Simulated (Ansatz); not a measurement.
Abridged output of a molecular run in Ansatz:

```
Functional definition: HF
914 factors; integrals over basis functions are off by at most 1.1e-3 eV
mean field evaluation 1: about -119704.2457 eV, gradient 3.7e1 eV
mean field evaluation 2: about -119704.2631 eV, gradient 3.7e1 eV
mean field evaluation 4: about -119707.2318 eV, gradient 2.5e0 eV
mean field evaluation 8: about -119707.2631 eV, gradient 2.1e-4 eV
mean field -119707.26309641 eV, -4399.1607782958 hartree, gradient 3.0e-6 eV, S^2 0.000000; 0 other end points of the search recorded, 0 dependent functions left out
19 core orbitals not correlated: weight in the atoms' cores, before any rotation towards them, 1.000 or more for the frozen orbitals, at most 0.000 for the correlated occupied ones
reference -119707.26309641 eV, -4399.1607782958 hartree; 19, 19 occupied and 55, 55 virtual orbitals, 914 factors
second order -17.44498956 eV of doubles, -0.00000000 eV of singles
cycle   1  -16.97006453 eV  change    4.7e-1 eV  update   1.1e-1
cycle   2  -17.49436983 eV  change   -5.2e-1 eV  update   3.3e-2
cycle   3  -17.59831649 eV  change   -1.0e-1 eV  update   1.8e-2
cycle   4  -17.58285705 eV  change    1.5e-2 eV  update   4.7e-3
cycle   5  -17.58119924 eV  change    1.7e-3 eV  update   2.4e-3
cycle   6  -17.58183397 eV  change   -6.3e-4 eV  update   6.7e-4
cycle   7  -17.58147356 eV  change    3.6e-4 eV  update   2.5e-4
cycle   8  -17.58143429 eV  change    3.9e-5 eV  update   6.8e-5
cycle   9  -17.58147359 eV  change   -3.9e-5 eV  update   2.5e-5
perturbative correction -0.48614799 eV, -0.0178656091 hartree
Total energy: -119725.33071799 eV, -4399.8247511421 hartree
```

Its atoms:

Z-matrix (Å, degrees):
```
Ga
Se 1 2.328
O 1 1.782 2 119.4
H 1 1.550 2 122.4 3 180.0
H 2 1.469 1 93.1 3 0.1
H 3 0.959 1 114.9 2 -0.1
```

Which basis set was used?
A. def2-SVPD
B. cc-pV(Q+d)Z
C. def2-QZVPP
D. def2-SVP

D. It gives 93 functions.

Write the keys of the input that set method, charge and spin (a neutral closed shell needs none for the last two).


```yaml
correlation: {method: ccsd_t}
```
